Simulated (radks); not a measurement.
The numbers below are computed, except where a source is named.
Question: The manganese ion Mn5+, configuration [Ar] 3d2. Level of theory: scalar-relativistic Kohn-Sham, exchange-only B88, spin-polarised, spherical densities, point nucleus; open shells are filled with parallel spins first (a radial shooting solver on a logarithmic mesh with Libxc functionals). Some entries of the table are withheld. Estimate them.

orbital  occ.  eigenvalue (eV)  r(max) (bohr)  <1/r> (bohr^-1)
1s down     1        -6514.598        0.03987            24.93
1s up       1        -6514.590        0.03987            24.93
2s up       1        -829.5078         0.2326            5.301
2s down     1        -828.1382         0.2325            5.308
2p up       3        -715.6449         0.1884            5.200
2p down     3        -714.6019         0.1883            5.206
3s up       1        -165.1134         0.7242            1.727
3s down     1        -161.9643         0.7251            1.720
3p up       3        -132.9800         0.7330              (1)
3p down     3        -129.8889         0.7343              (2)
3d up       2         -82.5581         0.6929            1.378
3d down     0         -79.4937         0.6972            1.367
4s up       0         -55.2675          1.856           0.6802
4s down     0         -53.9594          1.875           0.6701
4p up       0         -46.5071          2.022           0.6195

Answer: 
(1) 3p up <1/r> (bohr^-1): 1.612
(2) 3p down <1/r> (bohr^-1): 1.604
